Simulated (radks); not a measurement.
Te, configuration [Kr] 4d9 5s2 5p5 (not the ground configuration).

Method: Dirac Kohn-Sham, LDA (Slater exchange, Perdew-Wang correlation), spin-unpolarised, spherical densities, finite nucleus; open shells are shared between the two j in proportion to 2j + 1; Fermi nuclear charge, rms radius 4.7423 fm; computed with a radial shooting solver on a logarithmic mesh with Libxc functionals.

Energy parts (hartree):
total: -6789.55755
kinetic: 7178.26451
electron-nucleus: -16485.94307
Hartree: 2688.03773
exchange-correlation: -169.91672

Orbitals (lengths in bohr, moments of r in powers of bohr; <r^-3> diverges for s and p1/2; r(max) is where P^2 peaks):
orbital     occ.  eigenvalue (hartree)  <r^-3>      <r>   r(max)   <1/r>
1s1/2          2             -1160.446       -  0.02784  0.01795   55.52
2s1/2          2             -178.2264       -   0.1195   0.1016   12.93
2p1/2          2             -167.0997       -   0.1009  0.07796   12.92
2p3/2          4             -157.0272    4901   0.1064  0.08267   11.95
3s1/2          2             -35.70491       -   0.3223   0.2932   4.596
3p1/2          2             -31.12173       -   0.3125   0.2794   4.510
3p3/2          4             -29.24409   932.6   0.3240   0.2900   4.271
3d3/2          4             -21.12798   148.6   0.2947   0.2358   4.126
3d5/2          6             -20.73475   137.8   0.2984   0.2388   4.065
4s1/2          2              -6.29053       -   0.7611   0.6996   1.848
4p1/2          2              -4.70516       -   0.7960   0.7190   1.739
4p3/2          4              -4.33911   182.0   0.8242   0.7433   1.661
4d3/2        3.6              -1.79298   21.87   0.9455   0.7991   1.408
4d5/2        5.4              -1.73631   20.09   0.9570   0.8078   1.389
5s1/2          2              -0.63070       -    2.000    1.736  0.6567
5p1/2    1.66667              -0.28757       -    2.429    2.002  0.5372
5p3/2    3.33333              -0.25213   17.29    2.552    2.092  0.5089

The highest occupied level is 5p3/2 at -6.861 eV. The density falls to 0.001 e/bohr^3 at r = 4.56 bohr. Summed over all electrons, <r^2> = 63.08 bohr^2, which gives a Langevin (diamagnetic) susceptibility term of -50 x 10^-6 cm^3/mol. The electron density at the nucleus is 2.27e+05 e/bohr^3.
